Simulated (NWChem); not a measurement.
# InH3S2; SMILES [SH][InH][SH]

```xyz
6

In     0.0000     0.0000    -0.4948
H      0.0000     0.0000    -2.2108
S     -1.9964     0.0000     0.8414
H     -2.8159     0.0000    -0.2335
S      1.9964     0.0000     0.8414
H      2.8159     0.0000    -0.2335
```
Atoms are numbered in this order, from 1.

Program: NWChem. Geometry: optimised at PBE0/def2-SVP. Not confirmed as a minimum by frequencies. def2 effective core potentials on In; no spin-orbit coupling. Ions are spin-unrestricted doublets at the neutral geometry; other ion states weren't tried.

Question: What does the run give for PBE/def2-SVP? Quantities: vertical ionisation energy, ΔSCF (eV); −ε(HOMO) (eV).

Answer: 
| Item | Value |
|---|---|
| vertical ionisation energy, ΔSCF (eV) | 8.85 |
| −ε(HOMO) (eV) | 5.98 |
